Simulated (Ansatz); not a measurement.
```csv
atom,x (Å),y (Å),z (Å)
C,0.0000,0.0000,0.0000
O,0.0000,0.0000,1.2100
```

Basis set: pcseg-2 (spherical functions). Charge 0, multiplicity 3.

Computed with Ansatz (development build ahead of 0.2.0); each method stands on the lowest determinant of its kind that the runs found. Restricted functionals stand beside restricted open-shell atoms, which can lie above the unrestricted atoms usual in DFT and then raise those values.

Problem. Give the atomization energy at this shape (free ground-state atoms in the same class of orbitals less the molecule, no zero-point energy) of triplet CO by PBE (unrestricted), PBE0 (restricted open-shell).

Solution.

```
                      method  atomization energy
          PBE (unrestricted)     138.47 kcal/mol
PBE0 (restricted open-shell)     124.34 kcal/mol
```

Caution: another spin multiplicity may lie lower.

The shape needn't be a minimum at these levels.
